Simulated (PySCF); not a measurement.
Gas-phase reaction: InH + C3H8 → In(CH3)3

Method: PySCF energies plus ideal-gas RRHO corrections (1 bar). † marks an energy on the PBE0/def2-TZVP geometry and frequencies; other levels use their own. MP2 and CCSD(T) freeze the core. All species are closed-shell singlets. In: scalar-relativistic def2 core potential, no spin-orbit coupling. InH: computed as isolated molecules; such fragments, hydroxides, amides, oligomers or adducts are transient or little studied in the gas. MP2 isn't extrapolated to the basis-set limit. CCSD(T) isn't extrapolated to the basis-set limit.

```csv
level,"ΔH°(298 K), kJ"
BLYP/def2-TZVP†,…
CCSD(T)/def2-SVP†,17
HF/def2-TZVP†,…
MP2/def2-TZVPP†,…
PBE/def2-SVP,13
PBE0/def2-SVP†,9
r2SCAN/def2-TZVP†,-26
```

### Question
Complete the blanks.

### Answer

- BLYP/def2-TZVP†, ΔH°(298 K), kJ: 14
- HF/def2-TZVP†, ΔH°(298 K), kJ: 28
- MP2/def2-TZVPP†, ΔH°(298 K), kJ: -43
